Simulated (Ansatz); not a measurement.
Steps of a relaxation of `[OH][Nb]([OH])([F])([F])[F]` with RKS PBE-D4/def2-SVP.

```sh
$ ansatz run in.yaml --threads 4 --pin off --events-out ev --progress --plain --max-ram 10444MiB
```

```yaml
crystal:
  periodic: [false, false, false]
  atoms:
    - {symbol: O, position_ang: [-0.399300, -1.067200, 1.402500]}
    - {symbol: Nb, position_ang: [0.197700, 0.459200, 0.104700]}
    - {symbol: O, position_ang: [1.667700, -0.671300, -0.773100]}
    - {symbol: F, position_ang: [-1.234200, 0.263100, -1.252200]}
    - {symbol: F, position_ang: [-0.732700, 2.213700, -0.927800]}
    - {symbol: F, position_ang: [-0.426900, 2.139200, 1.154700]}
    - {symbol: H, position_ang: [-0.278700, -1.984100, 1.481000]}
    - {symbol: H, position_ang: [1.298600, -1.409800, -1.245500]}
basis:
  gaussian: {orbitals: def2-SVP}
hamiltonian: {xc: pbe, dispersion: d4}
relax: {f_tol: 0.03, max_steps: 200}
```

Positions (Å) and forces (eV/Å) along the path, 16 of 16 steps:

```xyz
8
step=1 energy=-13809.7620 eV
O    -0.399   -1.067    1.403    0.496    5.801   -2.212
Nb    0.198    0.459    0.105   -6.116    1.765   -1.992
O     1.668   -0.671   -0.773   -1.255    3.413    2.156
F    -1.234    0.263   -1.252    1.742   -3.586    1.855
F    -0.733    2.214   -0.928    2.745   -0.187   -0.275
F    -0.427    2.139    1.155    2.397   -3.376    1.350
H    -0.279   -1.984    1.481    0.444   -2.643   -0.006
H     1.299   -1.410   -1.246   -0.452   -1.187   -0.875
8
step=2 energy=-13813.0259 eV
O    -0.382   -0.964    1.336    0.178    2.000   -1.322
Nb    0.038    0.494    0.050   -2.200    1.485   -0.820
O     1.564   -0.568   -0.719   -1.489    1.513    0.673
F    -1.242    0.084   -1.244    0.111   -1.954    0.684
F    -0.602    2.186   -0.955    1.870   -1.293    0.183
F    -0.320    2.013    1.258    1.375   -2.418    0.503
H    -0.271   -1.926    1.450   -0.034    0.161   -0.121
H     1.309   -1.375   -1.232    0.188    0.506    0.219
8
step=3 energy=-13814.4886 eV
O    -0.397   -0.871    1.260   -0.033   -0.352   -0.055
Nb   -0.038    0.528    0.002   -0.050   -0.824    0.072
O     1.487   -0.447   -0.703   -0.567    0.267   -0.264
F    -1.300   -0.068   -1.207   -0.693   -1.108   -0.065
F    -0.464    2.089   -0.967    0.678    0.576   -0.867
F    -0.228    1.857    1.329    0.656   -0.637    0.770
H    -0.294   -1.842    1.432   -0.240    0.982   -0.177
H     1.328   -1.303   -1.202    0.249    1.097    0.587
8
step=4 energy=-13815.0175 eV
O    -0.451   -0.896    1.269    0.016   -0.505    0.072
Nb   -0.122    0.486    0.008    0.756   -0.092    0.149
O     1.472   -0.291   -0.681   -0.287   -0.025   -0.200
F    -1.448   -0.153   -1.109   -0.817   -0.751   -0.221
F    -0.375    1.999   -1.072    0.247    0.616   -0.754
F    -0.032    1.824    1.315    0.196   -0.333    0.569
H    -0.393   -1.870    1.374   -0.243    0.505    0.087
H     1.441   -1.156   -1.162    0.132    0.585    0.297
8
step=5 energy=-13815.2116 eV
O    -0.431   -0.920    1.245    0.110   -0.294   -0.174
Nb   -0.147    0.473   -0.024    0.271    0.006    0.349
O     1.472   -0.234   -0.693   -0.120   -0.187   -0.304
F    -1.614   -0.122   -1.001   -0.413   -0.369   -0.094
F    -0.290    1.974   -1.161    0.206    0.215   -0.420
F    -0.020    1.762    1.322    0.088   -0.172    0.282
H    -0.452   -1.884    1.398   -0.182    0.337    0.103
H     1.575   -1.106   -1.142    0.040    0.465    0.258
8
step=6 energy=-13815.3061 eV
O    -0.392   -0.956    1.209    0.070   -0.526   -0.219
Nb   -0.175    0.469   -0.036   -0.255    0.073   -0.063
O     1.453   -0.153   -0.737    0.223   -0.807   -0.401
F    -1.765   -0.103   -0.879    0.264    0.128    0.105
F    -0.171    1.920   -1.274   -0.120   -0.206    0.148
F    -0.017    1.708    1.349    0.015    0.030    0.021
H    -0.537   -1.902    1.424   -0.040    0.564    0.004
H     1.695   -1.040   -1.112   -0.158    0.744    0.406
8
step=7 energy=-13815.3832 eV
O    -0.344   -1.001    1.090    0.267   -0.132    0.035
Nb   -0.154    0.479   -0.063   -0.242    0.047   -0.319
O     1.456   -0.113   -0.853    0.057   -0.640   -0.064
F    -1.747   -0.108   -0.883    0.055    0.100    0.013
F    -0.278    1.951   -1.254    0.054   -0.089    0.179
F     0.062    1.667    1.366   -0.004    0.045    0.001
H    -0.594   -1.861    1.457   -0.132    0.036    0.060
H     1.692   -1.071   -0.914   -0.055    0.633    0.094
8
step=8 energy=-13815.4193 eV
O    -0.297   -1.035    1.066   -0.086   -0.087   -0.003
Nb   -0.187    0.455   -0.090    0.342    0.058   -0.099
O     1.393   -0.163   -0.918   -0.031    0.058   -0.094
F    -1.850   -0.026   -0.816   -0.038   -0.054    0.000
F    -0.253    1.940   -1.259   -0.029   -0.013   -0.009
F     0.063    1.640    1.335   -0.008   -0.021    0.036
H    -0.637   -1.855    1.452   -0.039   -0.024    0.083
H     1.861   -1.015   -0.826   -0.111    0.083    0.085
8
step=9 energy=-13815.4351 eV
O    -0.299   -1.052    1.023    0.062   -0.021    0.038
Nb   -0.170    0.455   -0.109   -0.059   -0.125   -0.069
O     1.401   -0.151   -0.969   -0.029    0.007    0.011
F    -1.828   -0.046   -0.845    0.047    0.044   -0.009
F    -0.277    1.965   -1.239    0.018    0.002    0.032
F     0.084    1.601    1.350    0.011    0.011   -0.011
H    -0.643   -1.819    1.505   -0.030    0.027    0.007
H     1.823   -1.009   -0.772   -0.020    0.055    0.001
8
step=10 energy=-13815.4374 eV
O    -0.283   -1.061    1.024   -0.077   -0.066    0.040
Nb   -0.176    0.441   -0.117    0.193    0.086   -0.076
O     1.393   -0.145   -0.987   -0.014   -0.004   -0.014
F    -1.817   -0.065   -0.878   -0.061   -0.015    0.001
F    -0.283    1.977   -1.210   -0.034    0.004    0.005
F     0.106    1.579    1.346   -0.032    0.004    0.021
H    -0.668   -1.788    1.535    0.004   -0.009    0.027
H     1.822   -0.994   -0.769    0.020   -0.001   -0.005
8
step=11 energy=-13815.4391 eV
O    -0.290   -1.067    1.024   -0.027   -0.046   -0.014
Nb   -0.168    0.433   -0.124   -0.005    0.071    0.034
O     1.396   -0.149   -1.006    0.044   -0.123    0.048
F    -1.821   -0.057   -0.871    0.001   -0.022   -0.011
F    -0.287    1.978   -1.203   -0.010   -0.009    0.004
F     0.098    1.567    1.345    0.010   -0.009   -0.006
H    -0.684   -1.778    1.553    0.021    0.045   -0.011
H     1.848   -0.985   -0.774   -0.033    0.092   -0.044
8
step=12 energy=-13815.4401 eV
O    -0.299   -1.068    1.023   -0.005   -0.019   -0.025
Nb   -0.169    0.430   -0.125    0.001    0.049    0.026
O     1.395   -0.149   -1.006    0.041   -0.096    0.032
F    -1.816   -0.062   -0.884   -0.002   -0.016   -0.009
F    -0.289    1.981   -1.194   -0.013    0.009   -0.002
F     0.100    1.560    1.348    0.005   -0.006   -0.004
H    -0.687   -1.767    1.571    0.002    0.012    0.009
H     1.856   -0.982   -0.787   -0.029    0.067   -0.028
8
step=13 energy=-13815.4399 eV rejected
O    -0.318   -1.074    1.011   -0.131   -0.264    0.253
Nb   -0.168    0.422   -0.134   -0.048    0.000   -0.024
O     1.396   -0.153   -1.012   -0.051    0.096   -0.018
F    -1.793   -0.081   -0.938    0.028    0.011    0.016
F    -0.307    2.004   -1.155    0.007   -0.008    0.004
F     0.107    1.532    1.355   -0.002   -0.009   -0.001
H    -0.690   -1.725    1.637    0.139    0.266   -0.246
H     1.865   -0.984   -0.819    0.057   -0.093    0.016
8
step=14 energy=-13815.4412 eV
O    -0.307   -1.072    1.017   -0.004   -0.003   -0.009
Nb   -0.169    0.426   -0.129    0.001    0.008    0.007
O     1.395   -0.152   -1.008    0.011   -0.024    0.009
F    -1.806   -0.071   -0.909    0.001   -0.006   -0.002
F    -0.297    1.992   -1.176   -0.004    0.001    0.004
F     0.102    1.546    1.352    0.001   -0.004   -0.001
H    -0.689   -1.743    1.602    0.002    0.012    0.001
H     1.863   -0.983   -0.804   -0.007    0.017   -0.009
8
step=15 energy=-13815.4412 eV
O    -0.326   -1.078    1.010   -0.077   -0.158    0.146
Nb   -0.170    0.415   -0.138   -0.030    0.018   -0.010
O     1.396   -0.153   -1.014    0.020   -0.007   -0.013
F    -1.788   -0.086   -0.955    0.020    0.007    0.009
F    -0.307    2.010   -1.140   -0.001   -0.012    0.006
F     0.102    1.516    1.359    0.000    0.004    0.000
H    -0.694   -1.698    1.664    0.079    0.144   -0.144
H     1.879   -0.982   -0.842   -0.009    0.005    0.005
8
step=16 energy=-13815.4418 eV
O    -0.323   -1.081    1.007   -0.004   -0.002   -0.001
Nb   -0.170    0.415   -0.139    0.003    0.001   -0.002
O     1.397   -0.153   -1.017   -0.003    0.005    0.000
F    -1.787   -0.086   -0.955   -0.001    0.000    0.001
F    -0.307    2.010   -1.139    0.002   -0.008    0.008
F     0.099    1.513    1.361   -0.001    0.002   -0.004
H    -0.691   -1.691    1.663    0.004    0.004   -0.004
H     1.874   -0.984   -0.837    0.000   -0.003    0.002
```

It took 14 s on 4 threads of an Intel Xeon 6975P-C on a shared host, with 0.17 GiB of host memory at the peak.
